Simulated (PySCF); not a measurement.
# Electron correlation in Co (cobalt, neutral)

[Ar] 3d9, 2D determinant (an excited configuration). Calculation: PySCF 2.14, in aug-cc-pVDZ-DK (7s6p4d2f, 59 functions); the spin-free X2C one-electron Hamiltonian (Gaussian nucleus). Frozen: [Ar]; 9 electrons correlated.

```
  level  correlation energy (mhartree)
   CCSD                        -337.44
    (T)                         -25.13
CCSD(T)                        -362.57
```

Diagnostics: T1 = 0.052, D1 = 0.1347, largest double amplitude 0.037.

T1 exceeds 0.03, a sign that the reference determinant is poor.

Cost of the coupled-cluster step: roughly 19 core-seconds, for 9 correlated electrons.
